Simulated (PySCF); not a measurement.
CH7FN2Si.

```xyz
12

C      1.6600     0.0138     0.8201
Si    -0.0221    -0.0006    -0.0097
N     -1.2260     0.1947     1.2092
N     -0.3768     1.1730    -1.2316
F     -0.0824    -1.4315    -0.8351
H      1.7476    -0.8003     1.5694
H      1.8484     0.9764     1.3366
H      2.4638    -0.1384     0.0718
H     -2.2105     0.2273     0.9349
H     -1.1107    -0.2426     2.1253
H      0.0108     1.0524    -2.1692
H     -0.4394     2.1613    -0.9811
```
Charge 0, spin multiplicity 1.

Geometry: PBE-D3(BJ)/def2-SVP. This is a generated structure with no PubChem entry under its InChIKey; it may be hypothetical. One conformer was computed; it need not be the lowest.

Level of theory: HF/pcSseg-1 (PySCF). Non-relativistic, no solvent.

Computed absolute GIAO shielding of each atom: isotropic value and principal components (ppm):
| atom | σ(iso) | σ11 | σ22 | σ33 | span |
|---|---|---|---|---|---|
| C1 | 190.8 | 186.6 | 189.9 | 195.8 | 9.3 |
| Si2 | 413.4 | 381.4 | 415.5 | 443.3 | 61.8 |
| N3 | 239.4 | 213.4 | 233.6 | 271.1 | 57.7 |
| N4 | 250.3 | 217.2 | 263.6 | 270.1 | 52.9 |
| F5 | 353.1 | 315.7 | 339.8 | 403.8 | 88.1 |
| H6 | 31.3 | 26.8 | 28.7 | 38.2 | 11.4 |
| H7 | 31.4 | 27.2 | 28.7 | 38.3 | 11.1 |
| H8 | 31.3 | 26.9 | 28.4 | 38.5 | 11.7 |
| H9 | 30.3 | 23.0 | 25.9 | 42.0 | 19.0 |
| H10 | 30.6 | 23.4 | 26.8 | 41.6 | 18.2 |
| H11 | 30.7 | 23.3 | 26.2 | 42.7 | 19.4 |
| H12 | 30.8 | 23.5 | 26.6 | 42.4 | 19.0 |
